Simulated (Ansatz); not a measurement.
Born–Oppenheimer molecular dynamics of CH$_{6}$BNOSi (11 atoms, charge 0, multiplicity 1). It starts from a relaxed structure.

Level of theory: RKS LDA/STO-3G in Ansatz.

| Item | Value |
| --- | --- |
| ensemble | NVE (velocity Verlet) |
| time step | 0.25 fs |
| steps asked | 400 |
| starting velocities drawn for | 300 K |
| seed | 439101 |

First frame:

```xyz
11
Properties=species:S:1:pos:R:3
N -0.926 0.794 0.110
C -0.315 -0.357 0.872
Si 1.448 -0.049 0.387
B -0.088 -0.407 -0.692
O -0.661 -1.074 -1.754
H -1.975 0.739 0.027
H -0.641 1.789 0.351
H -0.903 -0.801 1.683
H 2.316 -1.119 0.831
H 1.952 1.254 0.801
H -0.142 -0.826 -2.597
```

(1) How far do the bonds stretch over the last three quarters of this one trajectory? (Pairs bonded in most of those frames.)

Answers

(1) 
| bond | mean (Å) | spread (Å) | shortest | longest |
| --- | --- | --- | --- | --- |
| N1–C2 | 1.509 | 0.014 | 1.49 | 1.54 |
| N1–B4 | 1.668 | 0.041 | 1.60 | 1.74 |
| N1–H6 | 1.061 | 0.046 | 0.99 | 1.13 |
| N1–H7 | 1.063 | 0.023 | 1.02 | 1.11 |
| C2–Si3 | 1.853 | 0.011 | 1.83 | 1.87 |
| C2–B4 | 1.584 | 0.008 | 1.56 | 1.61 |
| C2–H8 | 1.098 | 0.029 | 1.06 | 1.14 |
| Si3–B4 | 1.917 | 0.010 | 1.88 | 1.93 |
| Si3–H9 | 1.450 | 0.027 | 1.41 | 1.49 |
| Si3–H10 | 1.459 | 0.013 | 1.44 | 1.48 |
| B4–O5 | 1.382 | 0.007 | 1.37 | 1.39 |
| O5–H11 | 1.021 | 0.002 | 1.02 | 1.03 |

Mean temperature of the second half: 150 K. The conserved energy stayed within 0.11 meV per atom of its start (net change 0.062 meV per atom), so the integration is sound. The temperature averaged 0.50 of the 300 K drawn at the start: a run that starts near a minimum puts about half its kinetic energy into the potential. A run of 0.1 ps of so small a system gives no equilibrium averages. Limits of this set-up: minimal basis.

Run time: 9.8 min on 1 thread of Intel(R) Xeon(R) Processor @ 2.70GHz (shared host), peak memory 0.1 GiB.
